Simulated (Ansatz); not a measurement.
`BC1=CC1` + H₂S → `BS` + `C1=CC1` at 500 K and 1 bar (ligand exchange at a B–C bond).

Gas-phase electronic energies from Ansatz, PBE0-D4/def2-TZVP geometries. CCSD(T)/CBS adds triple-zeta CCSD(T) − MP2 to the extrapolated MP2 energy (def2 sets, frozen cores). This one scheme is used for every species.

```
  species  CCSD(T)/CBS energy (Eh)  H − E (kJ/mol)  S (J/(mol·K))
`BC1=CC1`               -141.85370           212.1          320.7
      H₂S               -398.97279            57.0          224.0
     `BS`               -424.38198           102.0          273.9
 `C1=CC1`               -116.45901           172.1          275.5
```

H − E and S are ideal-gas, rigid-rotor, harmonic terms from PBE0-D4/def2-TZVP. 1 Eh = 2625.50 kJ/mol, R = 8.31446 J/(mol·K).

Task: By hand: ΔE, ΔH, ΔS and ΔG.

Result: ΔE = (-424.38198) + (-116.45901) − (-141.85370) − (-398.97279) = -0.01450 Eh = -38.1 kJ/mol. Δ(H − E) = 102.0 + 172.1 − 212.1 − 57.0 = 5.0, so ΔH = -33.1 kJ/mol. ΔS = 273.9 + 275.5 − 320.7 − 224.0 = 4.7 J/(mol·K). ΔG = -33.1 − 500 × (4.7)/1000 = -35.5 kJ/mol.

Task: By hand: the equilibrium constant, and the temperature at which ΔG would vanish if ΔH and ΔS stayed fixed.

Result: log₁₀ K = −ΔG/(RT ln 10) = 3.7. ΔH and −TΔS have one sign here, so there is no such temperature. One of them is within its doubt of zero, so this could turn.

The number of gas molecules stays the same, so ΔS is small and ΔH decides. A doubt of 5 kJ/mol in ΔE shifts log₁₀ K by 0.5 here. These are equilibria of isolated gas molecules and say nothing of rates. Largest T1 diagnostic: 0.015 (customary marks: 0.02 for closed shells, 0.045 for open ones).
